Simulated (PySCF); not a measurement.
## Stretching GeSe

Set-up: basis Ge cc-pVTZ-PP with ECP10, Se cc-pVTZ-PP with ECP10; scalar-relativistic core potentials; PySCF 2.14. Energies in eV from Ge + Se in their ground configurations at the same level. All curves are PBE0. state 1: ¹Σ⁺ (singlet), closed shell; state 2: triplet, unpaired electrons π ↑↑, a mixture of terms (⟨Lz²⟩ = 2.0), a second solution, started from another occupation; state 3: ⁵Π (quintet), unpaired electrons σ ↑, π ↑↑↑, a second solution, started from another occupation.

```tsv
R (Å)	state 1	state 2	state 3
1.843	-3.440	0.921	3.7799
1.929	-4.337	-0.460	2.3931
2.014	-4.828	-1.406	1.4324
2.079	-5.000	-1.901	0.9196
2.143	-5.045	-2.253	0.5423
2.207	-4.992	-2.492	0.2700
2.293	-4.809	-2.674	0.0288
2.400	-4.457	-2.741	-0.1375
2.529	-3.928	-2.663	-0.2167
2.700	-3.146	-2.402	-0.2229
```

**Question.** Put a parabola through the three lowest points of the state 1 curve and estimate Re, k and ωe (reduced mass 38.4 u; 1 eV/Å² = 0.16022 mdyn/Å; ωe = 1302.8·√(k/μ) cm⁻¹).

**Answer.** Through R = 2.079, 2.143, 2.207 Å the second-order coefficient is 12.0 eV/Å², so Re ≈ 2.140 Å, k ≈ 3.83 mdyn/Å and ωe ≈ 412 cm⁻¹. A polynomial fit of higher order to the unrounded PBE0 energies gives Re = 2.138 Å, k = 3.85 mdyn/Å, ωe = 412 cm⁻¹; anharmonicity and rounding make the difference.

The higher-order fit for each curve: state 1: Re = 2.138 Å, ωe = 412 cm⁻¹, De = 5.05 eV; state 2: Re = 2.398 Å, ωe = 275 cm⁻¹, minimum 2.74 eV below the ground-state fragments. State 3 gave no clean fit.

Counting both spins, an empty level lies below a filled one in some of these solutions, because spin and occupation are held.
